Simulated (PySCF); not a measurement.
Geometries of 2 isomers of C4H9PSe, from PBE0-D3(BJ)/def2-SVP geometry optimisation, gas phase in PySCF 2.14.0. One conformer each, no zero-point energy, no frequencies.

**Question.** Which is lower in electronic energy at this level?
A.
```xyz
15
angstrom
C      2.865    0.085   -0.251
C      1.663   -0.010   -0.819
P      0.192    0.726   -0.057
Se     0.499    1.786    1.726
C     -1.002   -0.663    0.036
C     -2.374   -0.239    0.530
H      3.749   -0.371   -0.706
H      2.986    0.631    0.693
H      1.511   -0.546   -1.764
H     -0.345    1.495   -1.132
H     -0.537   -1.393    0.719
H     -1.046   -1.126   -0.965
H     -2.851    0.473   -0.162
H     -3.037   -1.111    0.625
H     -2.296    0.249    1.513
```
B.
```xyz
15
angstrom
C      2.714   -0.275    0.040
C      1.370    0.358   -0.042
C      0.237   -0.259   -0.392
P     -1.341    0.619   -0.443
C     -2.477   -0.411    0.544
Se    -1.299    2.648    0.085
H      2.693   -1.342   -0.225
H      3.124   -0.174    1.059
H      3.422    0.240   -0.629
H      1.299    1.428    0.206
H      0.223   -1.324   -0.660
H     -1.795    0.349   -1.767
H     -2.470   -1.456    0.196
H     -3.490    0.006    0.456
H     -2.160   -0.358    1.594
```

**Answer.** B. That is `C/C=C/[P@@H](C)=[Se]`, 4.5 kcal/mol below the other.

| SMILES | atoms numbered as above | E (Eh) | relative (kcal/mol) | relative (kJ/mol) | dipole (D) |
| --- | --- | --- | --- | --- | --- |
| C/C=C/[P@@H](C)=[Se] | [CH3:1]/[CH:2]=[CH:3]/[P@@H:4]([CH3:5])=[Se:6] | -2899.64753 | 0.0 | 0.0 | 4.60 |
| C=C[P@H](=[Se])CC | [CH2:1]=[CH:2][P@H:3](=[Se:4])[CH2:5][CH3:6] | -2899.64041 | 4.5 | 18.7 | 4.37 |
